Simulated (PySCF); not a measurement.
Series: silicon hydride cages (EH)n. All species are isolated molecules in the gas phase. Each species was relaxed from one start; no search for lower structures was made at this level. Strings in code marks are SMILES.

The HOMO from two functionals at the same geometries (B3LYP-D3(BJ)/def2-SVP), both in PySCF: PBE-D3(BJ)/def2-SVP and PBE0-D3(BJ)/def2-SVP. 

| species | PBE-D3(BJ)/def2-SVP (eV) |
|---|---|
| [3]prismane cage Si6H6 `[SiH]12[SiH]3[SiH]1[SiH]1[SiH]2[SiH]31` | -5.26 |
| [4]prismane cage Si8H8 `[SiH]12[SiH]3[SiH]4[SiH]1[SiH]1[SiH]2[SiH]3[SiH]41` | -5.49 |
| [5]prismane cage Si10H10 `[SiH]12[SiH]3[SiH]4[SiH]1[SiH]1[SiH]2[SiH]2[SiH]3[SiH]4[SiH]12` | -5.90 |
| [6]prismane cage Si12H12 `[SiH]12[SiH]3[SiH]4[SiH]1[SiH]1[SiH]4[SiH]4[SiH]5[SiH]3[SiH]2[SiH]5[SiH]14` | -5.52 |

### Question
What does PBE0-D3(BJ)/def2-SVP give for each?

### Answer

- [3]prismane cage Si6H6 `[SiH]12[SiH]3[SiH]1[SiH]1[SiH]2[SiH]31`: -6.15
- [4]prismane cage Si8H8 `[SiH]12[SiH]3[SiH]4[SiH]1[SiH]1[SiH]2[SiH]3[SiH]41`: -6.38
- [5]prismane cage Si10H10 `[SiH]12[SiH]3[SiH]4[SiH]1[SiH]1[SiH]2[SiH]2[SiH]3[SiH]4[SiH]12`: -6.81
- [6]prismane cage Si12H12 `[SiH]12[SiH]3[SiH]4[SiH]1[SiH]1[SiH]4[SiH]4[SiH]5[SiH]3[SiH]2[SiH]5[SiH]14`: -6.41
Over these rows, drawn at random from the members with no instability flagged (it was tested for open shells, ions and some series alone), PBE minus PBE0-D3(BJ): mean +0.89 eV, from +0.89 eV to +0.91 eV.
